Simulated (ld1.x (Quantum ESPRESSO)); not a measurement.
Reading a pseudo-wave (chromium)

Columns: radius, all-electron u(r) and pseudo u(r) of the 4p shell (level -1.20 eV) of chromium in the configuration [Ne] 3s2 3p6 3d5 4s0.75 4p0.25; PBE, scalar-relativistic, PAW scheme, ld1.x (Quantum ESPRESSO) 7.5.

```
r (bohr)  all-electron   pseudo
   0.145        0.0886  -0.0404
   0.290        0.0242  -0.1456
   0.435       -0.0789  -0.2739
   0.580       -0.1407  -0.3757
   0.725       -0.1533  -0.4137
   0.870       -0.1303  -0.3763
   1.015       -0.0866  -0.2789
   1.160       -0.0335  -0.1540
   1.305        0.0225  -0.0346
   1.450        0.0774   0.0596
   1.595        0.1291   0.1266
   1.740        0.1766   0.1766
   1.885        0.2197   0.2197
   2.030        0.2582   0.2582
   2.175        0.2923   0.2923
   2.320        0.3222   0.3222
   2.465        0.3483   0.3483
   2.610        0.3707   0.3707
   2.755        0.3898   0.3898
   2.900        0.4057   0.4057
   3.045        0.4188   0.4188
   3.190        0.4293   0.4293
   3.335        0.4374   0.4374
   3.480        0.4433   0.4433
   3.625        0.4471   0.4471
   3.770        0.4493   0.4493
```

**Question.** How many radial nodes do the two functions have?

**Answer.** The all-electron 4p function has n − l − 1 = 2; the pseudo-wave has 1, since 1 lower shell of the same l stays in the valence.

**Question.** At about which radius was the pseudo-wave matched?

**Answer.** 1.80 bohr, where the columns begin to agree (steps of 0.14 bohr).

**Question.** Is the pseudo-wave norm-conserving?

**Answer.** No, it belongs to a PAW set: the norm inside the radius is not constrained, and the difference is carried by the augmentation charge.
